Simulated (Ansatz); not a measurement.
Potential energy curve for H₂Be, SMILES [BeH2]. The Be1–H3 bond (Be1 also carries H; H3 carries nothing else) is stretched with both fragments frozen at the PBE0/def2-TZVP optimised geometry.

Level of theory: Ansatz (a program for electronic structure) with full CI/def2-SVP, frozen core.

Problem. Relative to R = 1.34 Å, what are the energies at R = 0.99, 1.55, 2.42, 4.72 Å?

Solution. 153.8 kJ/mol at 0.99 Å, 26.4 kJ/mol at 1.55 Å, 246.3 kJ/mol at 2.42 Å, 379.8 kJ/mol at 4.72 Å.
